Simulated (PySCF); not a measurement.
Computed spin Hamiltonian

Species: C₂H₇OSSi (doublet state).
Cartesian coordinates in Å at the GFN2-xTB level; atoms count from 1:
```
atom  x, y, z in Å
Si1   -2.1421    0.5210    0.1740
O2    -0.6074    0.2813   -0.3344
C3     0.2608   -0.7279   -0.2408
C4     1.6279   -0.5052   -0.6088
S5     2.6480    0.1531    0.9074
H6    -2.3267    1.8688   -0.3344
H7    -2.2126    0.4107    1.6324
H8    -3.0279   -0.4809   -0.4217
H9    -0.0241   -1.5970    0.3328
H10    1.7558    0.2650   -1.3636
H11    2.1684   -1.4141   -0.8506
H12    1.8810    1.2246    1.0816
```

The hyperfine couplings belong to this conformer and change with its torsions.

Identity: `[SiH3]O[CH]CS` [radical].

Computed with UKS B3LYP, pcH-1 on C H O S Si, non-relativistic, mean-field spin-orbit, GIAO (PySCF 2.14.0). Geometry: GFN2-xTB, one conformer, isolated molecule. Couplings are sensitive to structure, and on GFN2-xTB geometries they can be far from those on DFT ones. No stability test was run, so a lower SCF solution isn't excluded.

| Quantity | Value |
| --- | --- |
| g1, g2, g3 | 2.00192, 2.00269, 2.00522 |
| g_iso | 2.00327 |
| Form of g | rhombic: the two nearest values differ by 23 % of g3 − g1 |
| ⟨S²⟩ | 0.7558 (exact 0.7500) |
| α and β electrons | 29, 28 |
| HOMO–LUMO gap, α and β orbitals | 4.60, 4.71 eV |
| Total energy | -843.32431 Eh |

Hyperfine couplings atom by atom, in MHz; T1 to T3 are the principal values of the dipolar part; ρ(0) is the spin density at the nucleus:

| atom | isotope | a_iso | of which spin–orbit | T1 | T2 | T3 | Mulliken spin population | ρ(0) (bohr⁻³) |
| --- | --- | --- | --- | --- | --- | --- | --- | --- |
| Si1 | 29Si | 2.4 | 0.0 | -1.9 | 0.6 | 1.3 | 0.01 | -0.0027 |
| O2 | 17O | -13.2 | 0.0 | -46.0 | 22.4 | 23.6 | 0.08 | 0.0217 |
| C3 | 13C | 88.4 | 0.0 | -72.3 | -70.7 | 143.0 | 0.81 | 0.0787 |
| C4 | 13C | -8.3 | 0.0 | -6.9 | 1.4 | 5.5 | -0.08 | -0.0073 |
| S5 | 33S | 29.0 | 0.1 | -22.3 | -20.4 | 42.6 | 0.20 | 0.0842 |
| H6 | 1H | -3.0 | 0.0 | -2.3 | -1.6 | 3.9 | 0.00 | -0.0007 |
| H7 | 1H | 10.0 | 0.0 | -2.0 | -1.7 | 3.7 | 0.01 | 0.0022 |
| H8 | 1H | 8.8 | 0.0 | -2.1 | -1.8 | 3.8 | 0.01 | 0.0020 |
| H9 | 1H | -50.6 | 0.0 | -32.7 | -1.2 | 33.9 | -0.04 | -0.0113 |
| H10 | 1H | 16.9 | 0.0 | -5.1 | -3.0 | 8.0 | 0.01 | 0.0038 |
| H11 | 1H | 30.0 | 0.0 | -5.7 | -2.6 | 8.4 | 0.01 | 0.0067 |
| H12 | 1H | -7.3 | 0.1 | -7.1 | 1.2 | 5.9 | -0.01 | -0.0017 |

The largest Mulliken spin populations are on C3 (+0.81), S5 (+0.20), C4 (-0.08) and O2 (+0.08). The positive populations add up to 1.13 and the negative ones to -0.13, together 2S = 1. The angles at C3 add up to 358.2°, so it is nearly planar; its axial dipolar tensor and the negative coupling of its proton fit spin in a p orbital normal to that plane.

Under fast tumbling the dipolar parts average out, and these isotropic splittings remain: 1 × 1H (H9, I = 1/2, 2 lines) with 1.81 mT, 2 × 1H (H10/H11, I = 1/2, 3 lines) with 0.84 mT, 1 × 1H (H12, I = 1/2, 2 lines) with 0.26 mT and 3 × 1H (H6/H7/H8, I = 1/2, 4 lines) with 0.19 mT.

Nuclei that the bonding pattern makes equivalent are averaged, as if the motion that swaps them (rotation, inversion, ring flip) were fast. The three 1H nuclei of mean +5.3 MHz run from -3.0 to 10.0 MHz in the frozen geometry. The 1H value of +23.5 MHz is a mean of couplings from 16.9 to 30.0 MHz in this one geometry, not an average over conformers.

The 17O coupling of O2 (-13.2 MHz) shows only in satellite lines or after enrichment, since that isotope makes up about 0.038 % of natural oxygen.

The 33S coupling of S5 (29.0 MHz) shows only in satellite lines or after enrichment, since that isotope makes up about 0.76 % of natural sulfur.
